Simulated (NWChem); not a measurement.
System: C$_{3}$H$_{5}$NO$_{2}$; SMILES CO/C=N/C=O

NWChem input:

```
start job
memory heap 200 mb stack 900 mb global 1100 mb
geometry units angstroms noautoz
  C     -0.506370    -2.324196     0.107660
  O      0.694326    -1.552060    -0.087158
  C      0.556092    -0.235688    -0.138837
  N     -0.576140     0.362508    -0.076899
  C     -0.530182     1.765503    -0.057452
  O      0.379417     2.449234     0.369025
  H     -0.181957    -3.364649     0.111352
  H     -1.211414    -2.135445    -0.705493
  H     -0.976412    -2.058962     1.057916
  H      1.520952     0.261538    -0.260711
  H     -1.459305     2.211689    -0.453344
end
basis spherical
  * library 6-31g*
end
dft
  xc b3lyp
  iterations 150
  mulliken
end
task dft energy
```

All runs use the structure optimised with B3LYP/6-31G* (spherical d).

Question: Give the results of this calculation. (B3LYP/6-31G* (spherical d).) Quantities: energy (Ha); highest occupied level (eV); orbital gap (eV); dipole (D).

Answer: 
| Item | Value |
|---|---|
| energy (Ha) | -322.50 |
| highest occupied level (eV) | -7.04 |
| orbital gap (eV) | 5.77 |
| dipole (D) | 3.20 |
